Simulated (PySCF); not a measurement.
## Orbital picture of NaI

PBE at R = 2.739 Å; PySCF, scalar-relativistic core potentials, basis sets Na def2-SVPD, I def2-SVPD with ECP28. State: ¹Σ⁺ (singlet), closed shell. Only the outer orbitals are listed, counted within each symmetry, core potentials removing the inner ones.

| orbital | occ. | ε (eV) | on Na (%) | main shells (%) |
| --- | --- | --- | --- | --- |
| 3π | 2 | -29.83 | 100 | 100 Na p |
| 3π | 2 | -29.83 | 100 | 100 Na p |
| 6σ | 2 | -29.81 | 99 | 99 Na p |
| 7σ | 2 | -15.02 | 1 | 99 I s |
| 8σ | 2 | -5.53 | 11 | 88 I p, 9 Na s |
| 4π | 2 | -4.88 | 2 | 97 I p |
| 4π | 2 | -4.88 | 2 | 97 I p |
| 9σ | 0 | -2.38 | 102 | 90 Na s, 13 Na p |
| 5π | 0 | -0.41 | 108 | 107 Na p |
| 5π | 0 | -0.41 | 108 | 107 Na p |

Which are the highest filled and the lowest empty level, where do they sit, and how wide is the gap?

Highest filled 4π at -4.88 eV (in %: 97 I p); lowest empty 9σ at -2.38 eV (in %: 90 Na s, 13 Na p); the gap at PBE is 2.50 eV.

The bond order (Mayer) is 0.61, the ⟨S²⟩ is 0.000 and the charge on Na (Mulliken, basis-dependent) is 0.67. The charge on Na (Löwdin, basis-dependent) is 0.40. The dipole moment (positive dipole means Na(−)I(+)) is -8.75 D, the polarisability along the bond is 83.9 bohr³ and the polarisability across the bond is 58.4 bohr³.

Shares are Mulliken populations and can fall outside 0 to 100 %.

Spin–orbit coupling is left out.
